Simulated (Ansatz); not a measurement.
B₂H₆Si₂, SMILES `[SiH3]B1B[SiH2]1`, 10 atoms. Total charge 0; spin multiplicity 1. All runs use 2 threads of an Arm Neoverse N1 on a shared host. Correlated methods freeze the cores.

Question: How many basis functions does each run have, and how long does it take in Ansatz? RHF-CCSD(T)/def2-TZVPP energy; RHF-MP2/def2-QZVPP energy; RKS PBE0-D4/def2-TZVP relaxation (8 steps); RKS PBE-D4/def2-TZVPP energy and forces; RHF-CCSD(T)/def2-SVP energy; RKS revPBE-D4/def2-TZVPP energy; RKS CAM-B3LYP-D4/def2-TZVPP energy; RKS PBE0-D4/def2-QZVPP energy; RKS PBE0-D4/def2-SVP energy; RKS PBE0-D4/def2-TZVP frequencies; RKS ωB97M-V/def2-QZVPP energy; RKS ωB97M-V/def2-SVP energy. (An estimate is asked.)

Answer: Ansatz gave: Other jobs shared the machine, so times are rough.

```tsv
level	job	functions	wall time	peak host memory (GiB)
RKS PBE0-D4/def2-SVP	energy	94	2.5 s	0.41
RHF-CCSD(T)/def2-SVP	energy	94	5 s	0.41
RKS revPBE-D4/def2-TZVPP	energy	230	5.5 s	0.27
RKS PBE-D4/def2-TZVPP	energy and forces	230	6.5 s	0.28
RKS CAM-B3LYP-D4/def2-TZVPP	energy	230	8.5 s	0.57
RKS ωB97M-V/def2-SVP	energy	94	10 s	0.41
RKS PBE0-D4/def2-QZVPP	energy	434	22 s	1.3
RHF-MP2/def2-QZVPP	energy	434	47 s	2.2
RKS ωB97M-V/def2-QZVPP	energy	434	51 s	1.6
RKS PBE0-D4/def2-TZVP	relaxation (8 steps)	172	61 s	0.39
RHF-CCSD(T)/def2-TZVPP	energy	230	2.2 min	3.6
RKS PBE0-D4/def2-TZVP	frequencies	172	4.7 min	0.43
```
